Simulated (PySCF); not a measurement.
Ligands exchanged one at a time, Ge F-Cl. All species are isolated molecules in the gas phase. Strings in code marks are SMILES.

All values below come from B3LYP-D3(BJ)/def2-TZVP (PySCF). B3LYP has the VWN-RPA correlation part, as in Gaussian. Excitations are Tamm–Dancoff values on a coarser integration grid. The basis has no diffuse functions, so Rydberg states are missing or too high.

| species | S1–T1 gap (TDA) (eV) | S1 oscillator strength |
|---|---|---|
| 0 of 4 F replaced by Cl | – | 0.000 |
| 1 of 4 F replaced by Cl | 0.55 | ___ |
| 2 of 4 F replaced by Cl (`[Ge]([Cl])([Cl])([F])[F]`) | 0.52 | 0.016 |
| 3 of 4 F replaced by Cl (`[F][Ge]([Cl])([Cl])[Cl]`) | 0.42 | 0.000 |

Question: Some entries are withheld; supply them.

Answer: 
- 1 of 4 F replaced by Cl, S1 oscillator strength: 0.010
